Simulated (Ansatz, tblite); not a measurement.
Forces on the cluster Al6As at its PBE0-D4/def2-SVP geometry. Charge 0, multiplicity 2.

The xTB rows come from tblite. At PBE0-D4/def2-TZVP the charge 0 doublet is spin-contaminated (final ⟨S²⟩ up to 0.95, 0.75 for a pure state). The structure comes from a short search, and lower isomers may exist.

GFN1-xTB (tblite), largest force 1.49 eV/Å:

```xyz
7
positions Å, forces eV/Å
As    1.413    0.797    1.872    0.924    0.336    1.121
Al   -0.010   -1.787   -1.051   -0.446   -0.229   -0.587
Al   -0.189   -0.994    1.420   -0.446   -0.396    0.656
Al   -0.534    1.554    0.370   -0.363    0.733    0.078
Al    1.683    0.094   -0.450    0.693    0.257   -0.486
Al   -0.196    0.737   -2.066   -0.156   -0.338   -0.425
Al   -2.166   -0.401   -0.094   -0.207   -0.364   -0.356
```

GFN2-xTB (tblite), largest force 1.04 eV/Å:

```
As 0.385 0.233 0.533
Al -0.573 0.393 -0.323
Al 0.106 -0.092 0.380
Al 0.110 0.262 0.255
Al 0.388 0.068 0.085
Al -0.723 -0.718 0.050
Al 0.306 -0.147 -0.980
```

PBE0-D4/def2-TZVP (Ansatz), largest force 0.06 eV/Å:

```
As -0.022 -0.035 -0.039
Al -0.022 -0.009 -0.026
Al 0.024 0.049 0.012
Al 0.025 0.011 0.029
Al -0.010 0.028 0.044
Al -0.019 -0.033 0.013
Al 0.024 -0.011 -0.032
```
